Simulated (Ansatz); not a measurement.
Cl3In (SMILES [Cl][In]([Cl])[Cl]), singlet, at a GFN2-xTB geometry (such geometries of metal compounds can be far from the true shape) (all electrons, no relativity); HF/STO-3G run with Ansatz (a program for electronic structure).

Here is a job for Ansatz.
Ansatz 0.2 input:
```yaml
crystal:
  periodic: [false, false, false]
  atoms:
    - {symbol: In, position_ang: [-0.00000000, -0.00000000, 0.00000000]}
    - {symbol: Cl, position_ang: [2.24449596, -0.20389963, -0.44000345]}
    - {symbol: Cl, position_ang: [-0.90325628, -1.01151285, 1.85308124]}
    - {symbol: Cl, position_ang: [-1.34123968, 1.21541248, -1.41307779]}
basis:
  gaussian:
    orbitals: STO-3G
hamiltonian:
  xc: hf
```

Output, abridged:

```
Functional definition: HF
657 factors; integrals over basis functions are off by at most 2.4e-5 eV
mean field evaluation 1: about -191753.7826 eV, gradient 1.7e1 eV
mean field evaluation 2: about -191753.8005 eV, gradient 1.7e1 eV
mean field evaluation 4: about -191755.6203 eV, gradient 5.7e-1 eV
mean field evaluation 8: about -191755.6230 eV, gradient 1.6e-5 eV
mean field -191755.62295579 eV, -7046.8891669956 hartree, gradient 4.5e-5 eV, S^2 0.000000; 0 other end points of the search recorded, 0 dependent functions left out
reference -191755.62295579 eV, -7046.8891669956 hartree; 50, 50 occupied and 4, 4 virtual orbitals, 657 factors
Total energy: -191755.62295579 eV, -7046.8891669956 hartree
```
